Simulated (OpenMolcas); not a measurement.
## Ar IV: effect of the IPEA shift

```yaml
Program: OpenMolcas
Basis: ANO-RCC-VTZP [5s4p2d1f]
Scalar_Hamiltonian: DKH2, point nucleus
Active_space: 5 electrons in 4 orbitals (3s 3p)
State_averaging: 2S+1 = 4 odd, 1 root; 2S+1 = 2 odd, 8 roots kept (CI in the orbitals of an earlier block); 2S+1 = 4 even, 3 roots; 2S+1 = 2 even, 9 roots kept (CI in the orbitals of an earlier block)
Spin-orbit_coupling: state interaction with AMFI integrals over the reference wave functions, term energies averaged over their components
```

Methods on the same reference wave functions:
A. CASSCF
B. SS-CASPT2, IPEA 0 Eh, imaginary shift 0.1 Eh (closed shells correlated: 2s 2p)
C. SS-CASPT2, IPEA 0.25 Eh, imaginary shift 0.1 Eh (closed shells correlated: 2s 2p)

Energies in cm-1 above 3s2 3p3 4S* 3/2, the measured ground level; measured values from Saloman, J. Phys. Chem. Ref. Data 39, 033101 (2010).

```csv
Level,A,B,C,Measured
3s2 3p3 4S* 3/2,0.0,0.0,0.0,0.0
3s2 3p3 2D* 3/2,26102,22370,22170,21091
3s2 3p3 2D* 5/2,26251,22490,22280,21220
3s2 3p3 2P* 1/2,36558,36310,35720,34855
3s2 3p3 2P* 3/2,36701,36420,35830,35032
3s 3p4 4P 5/2,126026,121350,122060,117563
3s 3p4 4P 3/2,126971,122300,123010,118516
3s 3p4 4P 1/2,127514,122840,123550,119043
3s 3p4 2D 3/2,177046,152870,158660,145921
3s 3p4 2D 5/2,177067,152900,158690,145999
3s 3p4 2S 1/2,203183,186200,191740,177832
3s 3p4 2P 3/2,225315,201320,206150,222956
3s 3p4 2P 1/2,226463,202480,207310,224019
```

Deviations, from unrounded energies. A percentage is the sum of absolute deviations over the sum of measured energies, with the sign that they share, or ± where signs differ.

| Against measurement | Levels | A | B | C |
| --- | --- | --- | --- | --- |
| mean absolute deviation (cm-1) | 12 | 11000 | 6800 | 7500 |
| other terms of the ground configuration (%) | 4 | +12.0 | +4.8 | +3.4 |
| other configurations (%) | 8 | +9.3 | ±6.0 | ±6.8 |

B lies closest to measurement on these levels and A furthest from it. The largest miss of B in the table is 3s 3p4 2P 3/2, by -22000 cm-1. The ranking rests on the paired levels alone, and a cruder setting can come out closer through cancelling errors.

Between B and C the level of the table that moves most is 3s 3p4 2D 3/2, by 5800 cm-1 (lowest in B, highest in C). Moves below CASPT2's spread within the term are not significant.

The mean deviations of B to C differ by less than CASPT2's widest spread within a term (1500 cm-1), so their order carries little weight.

From A to B the spin-free energies of the other terms of 3s2 3p3 shown, above 4S*, scale by factors of 0.86 to 0.99.

The lowest spin-free term lies below A's lowest term by 0.150 hartree in B, 0.139 hartree in C.

Term energies are means over components that CASPT2 splits; among the terms shown or strongly mixed into the levels shown the widest spread is 1500 cm-1 (3s 3p4 2D, B). Over all roots computed the reference weight is 0.82 to 0.96 in B, 0.89 to 0.97 in C; the roots of lowest weight are the least certain, and an intruder state may touch them. Terms from blocks run as CI alone lack orbitals of their own. Terms of s pⁿ other than that of highest spin mix with s² pⁿ⁻² d, which this space lacks; all of them can be thousands of cm-1 off, and some have no real level of that name. Computed and measured levels are paired by configuration, term and J; levels that our copy of the source lacks, or whose pairing is in doubt (as where it misses far off the trend of its configuration), stay unpaired and out of the deviations. Levels of configurations outside the active space are missing.

* marks odd parity.
